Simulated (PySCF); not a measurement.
**C₆ coefficients of unlike pairs at UHF**

Calculated with PySCF 2.14 from the dipole response of each species, C₆(A,B) = (3/π) ∫ α_A(iu) α_B(iu) du, in atomic units, from isotropic polarisabilities. For ions this is the dispersion term alone; charge-induced terms of lower order in 1/R come first.

| species | configuration | basis | relativity | α (bohr³) | C₆ (like pair) |
| --- | --- | --- | --- | --- | --- |
| Rh⁺ | [Kr] 4d8 (3F) | x2c-TZVPPall with one added diffuse shell each of s, p, d, f type (9s7p7d3f1g) | spin-free X2C | 11.52 | 70.89 |
| Bi²⁺ | [Xe] 4f14 5d10 6s2 6p1 (2P) | aug-cc-pV5Z-PP with ECP60MDF (8s8p6d4f3g2h) | core potential | 16.98 | 125.9 |
| Cr⁺ | [Ar] 3d5 (6S) | aug-cc-pVQZ-DK (9s8p6d4f3g2h) | spin-free X2C | 9.355 | 33.92 |
| Br | [Ar] 3d10 4s2 4p5 (2P) | aug-cc-pVDZ-PP with ECP10MDF (5s4p3d) | core potential | 18.87 | 150.6 |

Estimate C₆ for Br with Bi²⁺.

The integral gives 136.7. The combination rule 2 C_A C_B / (C_A α_B/α_A + C_B α_A/α_B) gives 137.7 and the geometric mean 137.7.

No spin-orbit coupling is included.

The other pairs:

```
     pair     C₆
  Br, Cr⁺  70.44
Bi²⁺, Rh⁺  93.95
Cr⁺, Bi²⁺  65.21
 Cr⁺, Rh⁺  48.79
  Br, Rh⁺  101.3
```
